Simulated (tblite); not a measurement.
Species: C₆H₆BF₃.
SMILES with atom numbers: `[CH2:1]=[C:2]([CH3:3])[C@@:4]1([B:5]([F:6])[F:7])[CH:8]=[C:9]1[F:10]` (hydrogens: H11, H12 on C1; H13, H14, H15 on C3; H16 on C8)

Computed with GFN2-xTB (tblite), gas phase: L-BFGS steps from a force-field or distance-geometry start until the largest atomic force falls under 0.01 eV/Å.

The end geometry, which sets the zero of energy:
```
atom  x, y, z in Å
C1      1.5008    0.0021    1.2182
C2      0.7813    0.1585    0.1178
C3      1.3172    0.8023   -1.1235
C4     -0.6556   -0.2771    0.0595
B5     -1.2188   -1.0119   -1.1949
F6     -0.5253   -1.3552   -2.2621
F7     -2.4874   -1.3807   -1.2463
C8     -1.3524   -0.5916    1.4243
C9     -1.6333    0.5394    0.8838
F10    -2.2439    1.6964    0.8790
H11     1.0909   -0.4572    2.1017
H12     2.5250    0.3247    1.2783
H13     0.6435    1.5889   -1.4601
H14     2.2991    1.2292   -0.9409
H15     1.3978    0.0705   -1.9247
H16    -1.4466   -1.3294    2.1785
```

**Question.** These geometries come from the run, each turned onto the end geometry. Order them by energy, lowest first.
A.
```
atom  x, y, z in Å
C1      1.5247   -0.0530    1.2043
C2      0.7877    0.1431    0.1218
C3      1.3079    0.8328   -1.1018
C4     -0.6509   -0.2907    0.0651
B5     -1.2093   -1.0486   -1.1796
F6     -0.5438   -1.3100   -2.2862
F7     -2.4505   -1.5037   -1.1874
C8     -1.3665   -0.5464    1.4275
C9     -1.6412    0.5636    0.8416
F10    -2.2730    1.7086    0.7679
H11     1.1264   -0.5415    2.0780
H12     2.5515    0.2657    1.2593
H13     0.6400    1.6467   -1.3867
H14     2.2996    1.2406   -0.9233
H15     1.3630    0.1367   -1.9381
H16    -1.4733   -1.2351    2.2263
```
B.
```
atom  x, y, z in Å
C1      1.6292   -0.3960    1.0002
C2      0.7886    0.1105    0.1138
C3      1.1839    1.1077   -0.9297
C4     -0.6606   -0.2972    0.0825
B5     -1.1019   -1.3095   -1.0170
F6     -0.2862   -1.8074   -1.9249
F7     -2.3444   -1.7472   -1.1099
C8     -1.4515   -0.2519    1.4259
C9     -1.6765    0.7015    0.5930
F10    -2.2882    1.8067    0.2477
H11     1.3093   -1.1175    1.7322
H12     2.6682   -0.1157    1.0202
H13     0.5727    2.0053   -0.8417
H14     2.2293    1.3809   -0.8274
H15     1.0213    0.6930   -1.9230
H16    -1.6010   -0.7543    2.3468
```
C.
```
atom  x, y, z in Å
C1      1.5628   -0.4673    0.9816
C2      0.7450    0.1071    0.1129
C3      1.2209    1.1876   -0.8132
C4     -0.7057   -0.2828    0.0491
B5     -1.0536   -1.4544   -0.9329
F6     -1.3969   -1.2420   -2.1843
F7     -1.0473   -2.7183   -0.5656
C8     -1.5388   -0.0878    1.3265
C9     -1.7190    0.7562    0.3691
F10    -2.2980    1.7986   -0.1651
H11     1.2278   -1.2384    1.6508
H12     2.6023   -0.1900    1.0275
H13     1.6123    2.0367   -0.2524
H14     2.0255    0.7892   -1.4246
H15     0.4303    1.5421   -1.4658
H16    -1.6754   -0.5277    2.2750
```
D.
```
atom  x, y, z in Å
C1      1.5940   -0.4557    0.9807
C2      0.7830    0.1294    0.1131
C3      1.2050    1.1435   -0.9055
C4     -0.6749   -0.2504    0.0728
B5     -1.0582   -1.3423   -0.9732
F6     -0.3223   -1.6272   -2.0313
F7     -2.1395   -2.0958   -0.8552
C8     -1.4675   -0.1767    1.3977
C9     -1.7255    0.7433    0.5355
F10    -2.4032    1.7846    0.1134
H11     1.2509   -1.1743    1.7093
H12     2.6484   -0.2435    0.9879
H13     0.8420    2.1359   -0.6177
H14     2.2821    1.1869   -1.0147
H15     0.7572    0.8899   -1.8663
H16    -1.5792   -0.6390    2.3421
```
E.
```
atom  x, y, z in Å
C1      1.5744   -0.4721    0.9487
C2      0.7669    0.1542    0.1058
C3      1.2323    1.1594   -0.9026
C4     -0.6944   -0.2462    0.0953
B5     -1.0278   -1.3852   -0.9343
F6     -0.5341   -1.3828   -2.1656
F7     -1.8384   -2.4032   -0.6810
C8     -1.4905   -0.1312    1.4120
C9     -1.7720    0.7381    0.5026
F10    -2.4729    1.7591    0.0652
H11     1.1553   -1.1934    1.6300
H12     2.6370   -0.2942    1.0012
H13     1.1256    2.1893   -0.5422
H14     2.2883    0.9943   -1.1190
H15     0.6359    1.0617   -1.8109
H16    -1.5935   -0.5391    2.3835
```

**Answer.** A (0.004 eV), B (0.020 eV), D (0.064 eV), E (0.152 eV), C (0.291 eV).

In the order of the answer:

```json
{"step": "154", "E above end (eV)": "0.004", "largest force (eV/Å)": "0.08", "rms force component (eV/Å)": "0.026", "rms distance from end (Å)": "0.074", "rms bond change (Å)": "0.002", "bond most changed (Å)": "C4–C8 -0.004"}
{"step": "113", "E above end (eV)": "0.020", "largest force (eV/Å)": "0.03", "rms force component (eV/Å)": "0.011", "rms distance from end (Å)": "0.508", "rms bond change (Å)": "0.002", "bond most changed (Å)": "C4–C8 -0.005"}
{"step": "71", "E above end (eV)": "0.064", "largest force (eV/Å)": "0.17", "rms force component (eV/Å)": "0.071", "rms distance from end (Å)": "0.630", "rms bond change (Å)": "0.005", "bond most changed (Å)": "C4–C8 -0.019"}
{"step": "62", "E above end (eV)": "0.152", "largest force (eV/Å)": "0.34", "rms force component (eV/Å)": "0.113", "rms distance from end (Å)": "0.738", "rms bond change (Å)": "0.008", "bond most changed (Å)": "C4–C8 -0.021"}
{"step": "6", "E above end (eV)": "0.291", "largest force (eV/Å)": "0.35", "rms force component (eV/Å)": "0.119", "rms distance from end (Å)": "0.998", "rms bond change (Å)": "0.011", "bond most changed (Å)": "C4–C9 -0.031"}
```

What follows is the cost of the whole relaxation. Hardware: an Arm Neoverse V1 with one thread, no GPU, shared host with 32 logical CPUs at a one-minute load of 30. Cost: 1.2 s of wall time.
